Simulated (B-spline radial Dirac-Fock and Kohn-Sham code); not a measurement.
# Cu²²⁺: photoemission with Ga Kα (9251.7 eV) photons

System: Cu²²⁺, configuration [He] 2s2 2p3.

Level of theory: the independent-particle Dirac-Slater model, thresholds from Dirac-Fock; a B-spline atomic structure program. The asymmetry parameter β is from the dipole term alone. Kinetic energies are from the vacuum level. Open shells are spread statistically over j, without multiplet splitting.

| subshell | electrons | binding (eV) | kinetic (eV) | σ (kb) | β |
| --- | --- | --- | --- | --- | --- |
| 2s | 2 | 2150.2 | 7101.5 | 2.00 | 2.00 |
| 2p1/2 | 1 | 2061.1 | 7190.6 | 0.278 | 0.90 |
| 2p3/2 | 2 | 2037.6 | 7214.1 | 0.509 | 0.90 |

Branching ratios of the spin-orbit partners (statistical value in brackets): 2p 1.83 (2.00).

Values without a named source are computed, but for edge energies of neutral atoms, which are taken from tables.
